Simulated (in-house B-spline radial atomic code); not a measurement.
A fraction x of an electron is removed from 2p in P III (P2+), starting from [Ne] 3s2 3p1 and keeping the highest spin. Method: scalar-relativistic (X2C) B3LYP, spin-polarised, spherical fractional occupations, Fermi nucleus of rms radius 3.1889 fm. Calculated with an all-electron radial atomic-structure program (B-spline basis).

Caution: exact exchange at fractional occupations of open shells leaves self-interaction of up to several eV.

| x | E(x) - E(0) (eV) | 2p down level (eV) |
| --- | --- | --- |
| 0 | 0.0000 | -152.984 |
| 0.11 | 17.0210 | -156.495 |
| 0.21 | ? | ? |
| 0.37 | 58.8012 | -164.921 |
| 0.48 | 77.1413 | -168.540 |
| 0.5 | ? | ? |
| 0.58 | 94.1609 | -171.856 |
| 0.66 | 108.0161 | -174.527 |
| 0.78 | 129.2011 | -178.563 |
| 0.88 | 147.2267 | -181.953 |
| 1 | 169.3066 | -186.051 |

Question: What belongs in the row x = 0.21?

Answer: An energy change of 32.8313 eV; 2p down at -159.714 eV.

Question: What belongs in the row x = 0.5?

Answer: An energy change of 80.5187 eV; 2p down at -169.201 eV.

Question: Check Janak's theorem between x = 0.37 and 0.48.

Answer: The slope of the energy is 166.73 eV; the orbital levels give 166.73 eV (-ε of the emptying orbital, averaged over the two points).
